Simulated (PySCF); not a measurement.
## DyF3(H2O) relaxed at several levels

Computed with PySCF 2.14.0, def2-SVP on the ligands, density fitting, scalar-relativistic core potentials, no spin-orbit coupling, vacuum. Each row is relaxed at its own level from the same template. Distances are means of the shortest metal–ligand contacts, charges and spins Mulliken's; removal energies are rigid, with the ligand's formal charge and no counterpoise, so too large; for an anion taken off a cation in vacuum most of it is the attraction of opposite charges, and multiply charged cations can part far more cheaply with an electron moved from ligand to metal. lcecp potentials hold a fixed number of 4f electrons in the core, out of states, spins and gaps.

```json
{"level": "B3LYP", "basis on the metal": "lcecp-1-SVP with ECP55", "point group": "Cs", "M–F (Å)": "2.035", "M–H2O (Å)": "2.417", "charge on M (e)": "1.13", "dipole (D)": "6.79", "removal of one F (eV)": "11.26", "strongest infrared band, degenerate modes summed (cm⁻¹)": "558", "unstable modes (below −25 cm⁻¹)": "0"}
```

What does the calculation give for PBE0, lcecp-1-SVP with ECP55?

point group: Cs, M–F (Å): 2.027, M–H2O (Å): 2.406, charge on M (e): 1.19, dipole (D): 6.73, removal of one F (eV): 11.16, strongest infrared band, degenerate modes summed (cm⁻¹): 562, unstable modes (below −25 cm⁻¹): 0.
```xyz
7

Dy    0.0799   -0.0843    0.0843
F     1.0722    1.3526    1.1156
F    -1.2993   -1.1317    1.1317
F     1.0722   -1.1156   -1.3526
O    -1.2921    1.3132   -1.3132
H    -1.6266    2.1919   -1.0940
H    -1.6266    1.0940   -2.1919
```

One start shape was tried for each, so a minimum needn't be the lowest isomer.
